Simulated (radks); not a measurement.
Neutral calcium inside a hard spherical wall (all orbitals vanish at R), configuration held at [Ar] 4s2 and not refilled when levels cross. Calculated with a radial shooting solver on a logarithmic mesh with Libxc functionals: scalar-relativistic Kohn-Sham, PBEsol, spin-unpolarised, spherical densities, finite nucleus; Fermi nuclear charge, rms radius 3.4776 fm. Eigenvalues in eV, with the zero of energy where the potential of the charges vanishes at infinity; a dash marks a level that is unbound or too diffuse for the functional's potential to be trusted. A positive occupied level is held by the wall or, in an anion where self-interaction has pushed it up, behind a barrier. The pressure on the wall is -dE/dV.

R (bohr)  E (hartree)  kinetic (hartree)    e(2p)    e(3s)    e(3p)   e(4s)  e(3d, empty)  e(4p, empty)  pressure (GPa)
free       -679.46720            683.981  -334.47  -46.958  -27.949  -3.765        -1.956        -1.386               0
20         -679.46720            683.981  -334.47  -46.958  -27.949  -3.765        -1.956        -1.386        < 0.0001
12         -679.46689            683.984  -334.44  -46.925  -27.917  -3.742        -1.927        -1.315         0.00509
5          -679.21599            684.949  -329.88  -42.770  -23.866   1.623         2.053         6.463            23.1
3          -677.02231            691.853  -314.65  -31.786  -12.892  33.669        15.496        44.229             897
2.5        -674.22739            700.325  -300.25  -22.326   -2.761  67.374        27.675        80.161            3240
2          -666.60091            721.485  -270.81   -0.783   20.700  145.41        53.779        159.09           14700
